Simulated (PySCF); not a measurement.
**A survey of ³¹P NMR shifts**

[PySCF 2.14: coordinates at the GFN2-xTB level; NMR shieldings at PBE0/pcSseg-1/GIAO; fast rotation and ring inversion assumed for equivalent nuclei; relativity neglected; isolated molecule; a single conformation]

Shieldings were converted by a linear fit to measured shifts: ³¹P: δ = 270.09 − 0.828σ (rms 18.1 ppm, 64 shifts vs H3PO4, solution or neat liquid). A few per cent of atoms miss by over 2 rms, more outside the fitted compound classes.

(1) Give the ³¹P shifts of `Clc1cpccn1`, `C#CC#CC[Si@@H](P)OC=O`.

(2) Order these by ³¹P shift, lowest first.
A. C[Si@@H](P)[Si@H](C=O)O[SiH3]
B. Clc1cpccn1
C. CC(=O)c1cpc(C)pc1
D. FC(F)(F)CP1(=S)C=C1

Answers

(1) 
```csv
compound,environment,δ (ppm)
Clc1cpccn1,"phosphorus bonded to 2 C, in a 6-membered ring",243.1
C#CC#CC[Si@@H](P)OC=O,"phosphorus bonded to Si, 2 H",-230.4
```

(2) A (-242.2 ppm, phosphorus bonded to Si, 2 H), D (-89.4 ppm, phosphorus bonded to 3 C, S, in a 3-membered ring), C (224.1 ppm, phosphorus bonded to 2 C, in a 6-membered ring), B (243.1 ppm, phosphorus bonded to 2 C, in a 6-membered ring).
